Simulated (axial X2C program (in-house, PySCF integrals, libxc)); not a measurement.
# MoN⁺: properties at the nuclei

Calculated with an in-house all-electron X2C program for linear molecules (integrals from PySCF): two-component X2C with atomic mean-field Coulomb and Gaunt terms, Gaussian nuclei, basis Mo dyall-cv3z, N dyall-av3z with contracted cores.

R = 1.579 Å (near the PBE0 minimum at charge 1 of the determinant lowest at the starting distance; the state shown can have its own minimum elsewhere).

Input and command:
```json
{"zs": [42, 7], "q": 1, "bas": ["dyall-cv3z", "dyall-av3z"], "r0": 1.81, "levels": ["PBE0", "HF", "PBE", "BP86", "PBE50"], "nst": 3}
```
```bash
python soeom.py task.json out
```

Keys: zs atomic numbers; q charge; bas basis sets; r0 starting distance in Å; levels methods; nst determinants followed.

Determinant lowest in the PBE0 search, Ω = 1 (⟨Sz⟩ = 1.00, ⟨Lz⟩ = 0.00 at PBE0), spin on the atoms Mo 1.21, N -0.21:

```csv
level,Eeff magnitude (GV/cm),Ws magnitude Mo (kHz),A∥/gI Mo (MHz),qzz Mo (a.u.),A∥/gI N (MHz),qzz N (a.u.)
PBE0,1.19,0.584,-952,0.12,-12.5,-0.42
HF,3.17,1.56,-1710,0.45,-86.5,-0.36
PBE,0.897,0.435,-818,-0.35,-11.4,-0.42
BP86,0.896,0.437,-790,-0.37,-9.58,-0.43
PBE50,1.61,0.786,-1110,0.54,-16.2,-0.42
```

Determinant 0.87 eV from it at PBE0 and this distance, Ω = 0 (closed shell), highest spinor 96% Mo d, 2% N d, 2% N f:

```
level  qzz Mo (a.u.)  qzz N (a.u.)
 PBE0           0.06         -0.44
   HF           1.62         -0.39
  PBE          -0.45         -0.43
 BP86          -0.48         -0.43
PBE50           0.59         -0.45
```

Eeff is the effective electric field on the electron electric dipole moment in this Ω state and Ws the scalar–pseudoscalar constant of the nucleus named (defined with the proton number Z and per Ω); A∥ (defined per Ω) follows by multiplying with gI = μI/(I μN); qzz is the electric field gradient, eQq0 = 234.96 MHz × Q/barn × qzz. The operators were transformed with the bare-nucleus X2C matrices; with these basis sets, hyperfine constants and field gradients can be off by tens of per cent, and where levels differ in sign neither size nor sign is settled.

Question: With Q(14N) = 0.02044 barn (Q from Pyykkö, Mol. Phys. 2018), turn the PBE0 values of the first state into constants in MHz.

Answer: eQq0(14N) = 234.96 × (0.02044) × (-0.42) = -2.02 MHz.

Each state is one determinant with collinear spin, which with several unpaired electrons need not be a pure state. Unrestricted Hartree–Fock can overshoot spin polarisation at the nuclei. A closed determinant beside an open π² or δ² triplet, such as (π1/2)², mixes with its partner pair into the 0⁺ component of the triplet and ¹Σ⁺, so its energy is not that of a level, and 0⁺ can lie lowest. With several open shells hyperfine constants can be off by a factor of several. Where Eeff spreads by more than a factor of two the levels disagree and none is to be relied on. Open-shell Ω = 0 determinants with evenly filled partner blocks cannot be reached by this program, so the Ω shown need not be the lowest component. The search compared states at one distance, so a state with another bond length can lie lower. Further determinants of the search, some of them spin-mixed, are not shown. Where a field gradient or hyperfine factor spreads by more than a factor of two over the levels, a constant derived from it is not to be relied on. PBE0 term energies can be off by some tenths of an eV.
